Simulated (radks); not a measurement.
Initial-state core-level shifts of neutral bismuth when its valence configuration changes from [Hg] 6p3. Calculated with a radial shooting solver on a logarithmic mesh with Libxc functionals: Dirac Kohn-Sham, PBEsol, spin-unpolarised, spherical densities, point nucleus; open shells fill j = l - 1/2 first. Shifts are changes of the shell-averaged eigenvalues in eV (positive: less bound).

valence                          1s       3s       3d       5s
[Xe] 4f14 5d9 6s2 6p4        -6.208   -6.357   -6.385   -5.804
[Xe] 4f14 5d10 6s1 6p4       -2.068   -2.020   -2.016   -2.007
[Xe] 4f13 5d10 6s1 6p5      -22.888  -26.833  -26.637  -12.523
[Xe] 4f12 5d10 6s2 6p5      -42.580  -50.737  -50.354  -21.353
[Xe] 4f14 5d8 6s2 6p5       -12.483  -12.783  -12.846  -11.564
[Xe] 4f12 5d9 6s2 6p6       -49.216  -57.532  -57.190  -27.285
[Xe] 4f12 5d10 6s1 6p6      -44.492  -52.599  -52.212  -23.176
[Xe] 4f13.5 5d10 6s2 6p3.5  -10.360  -12.335  -12.239   -5.297
[Xe] 4f13 5d9 6s2 6p5       -27.331  -31.480  -31.322  -16.490
